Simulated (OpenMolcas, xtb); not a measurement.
# How methods differ on BGeH5 (SMILES [BH2][GeH3])

BGeH5 has 7 atoms, charge 0, and is taken as a singlet. SMILES: `[BH2][GeH3]`. The coordinates come from a PBE0-D4/def2-TZVP relaxation.

```
atom    x (Å)    y (Å)    z (Å)
   B   0.0075  -1.2198   0.2681
  Ge   0.0489   0.7861  -0.1834
   H  -1.0444  -1.7846   0.3128
   H   0.9977  -1.8493   0.4886
   H  -0.6011   1.0197  -1.5622
   H  -0.7998   1.5662   0.8407
   H   1.4525   1.4137  -0.2103
```

Quantity: the vertical energy of the triplet above the singlet, in eV. The values are calculated.

```tsv
level	kind	program	value (eV)
GFN1-xTB	semi-empirical	xtb	2.66
HF/aug-cc-pVDZ	Hartree–Fock	OpenMolcas	3.37
SVWN5/aug-cc-pVDZ	LDA	OpenMolcas	3.37
BLYP/aug-cc-pVDZ	GGA	OpenMolcas	3.43
M06-L/aug-cc-pVDZ	meta-GGA	OpenMolcas	3.35
B3LYP/aug-cc-pVDZ	global hybrid	OpenMolcas	3.54
PBE0/aug-cc-pVDZ	global hybrid	OpenMolcas	3.41
```

All-electron rows without a relativistic Hamiltonian named are non-relativistic. The values span 2.66 to 3.54 eV. The xTB rows lack spin polarisation, so open shells miss the exchange term that lowers them.
